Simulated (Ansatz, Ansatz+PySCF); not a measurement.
```xyz
2

C     0.0000    0.0000   -0.2180
H     0.0000    0.0000    1.3079
```

Basis set: 6-31G (spherical functions). Left uncorrelated: 1 orbital. Correlation on ROHF uses semicanonical orbitals with singles. Charge 0, multiplicity 2.

Computed with Ansatz (development build ahead of 0.2.0); each method stands on the lowest determinant of its kind that the runs found.

**Question.** Give the atomization energy at this shape (free ground-state atoms in the same class of orbitals less the molecule, no zero-point energy) of doublet CH by PBE0 (unrestricted), ROHF-CCSD(T), ROHF-MP2, UHF-MP2, UHF.

**Answer.**

| method | atomization energy |
| --- | --- |
| PBE0 (unrestricted) | 2.34 eV |
| ROHF-CCSD(T) | 2.00 eV |
| ROHF-MP2 | 1.63 eV |
| UHF-MP2 | 1.51 eV |
| UHF | 0.90 eV |

Caution for ROHF-CCSD(T), ROHF-MP2, UHF-MP2: bonds are stretched, where a single reference can fail. Caution for UHF-MP2, UHF: the unrestricted determinant is spin contaminated.

This basis has no polarisation functions and is too small for such energies, which can lie far from measured ones in either direction.
